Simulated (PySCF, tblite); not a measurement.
Isomers of C2H7FO2Si2, one GFN2-xTB conformer each. Single-point energies are computed at PBE0/pcSseg-1 (PySCF, gas phase, no added dispersion term), electronic only.

Question: Rank them by PBE0/pcSseg-1 energy, lowest first (kcal/mol).
A. `[F:1][C@@H:2]1[O:3][C@@H:4]([O:5][SiH3:6])[SiH2:7]1` with O3–C4–O5–Si6 8°
B. `[CH3:1][C@@H:2]1[O:3][Si@@H:4]([F:5])[O:6][SiH2:7]1` with C1–C2–O3–Si4 -111°, C2–O3–Si4–F5 -125°, O3–Si4–O6–Si7 3°, Si4–O6–Si7–C2 3°

Answer: B (0.0), A (130.8).

As drawn, the lower has an Si–F bond, which the higher lacks; the higher has a four-membered ring, which the lower lacks. GFN2-xTB itself gives, in the same order: 0.0, 119.1. Both levels put the same isomer lowest.

Question: Which frontier levels, dipoles and rotational constants go with these structures?

Answer: 
```csv
SMILES,"HOMO (eV, PBE0/pcSseg-1)",LUMO (eV),dipole (D),"A, B, C (MHz)"
C[C@@H]1O[Si@@H](F)O[SiH2]1,-8.29,0.00,2.89,"3045, 1543, 1168"
F[C@@H]1O[C@@H](O[SiH3])[SiH2]1,-7.41,-0.57,2.21,"3485, 1133, 972.5"
```

Question: What happens when harmonic zero-point energies from GFN2-xTB frequencies are added?

Answer: 
```csv
SMILES,ZPE (kcal/mol),electronic (kcal/mol),with ZPE (kcal/mol)
C[C@@H]1O[Si@@H](F)O[SiH2]1,57.8,0.0,0.0
F[C@@H]1O[C@@H](O[SiH3])[SiH2]1,52.4,130.8,125.4
```

The zero-point energies span 5.4 kcal/mol. The order is unchanged.
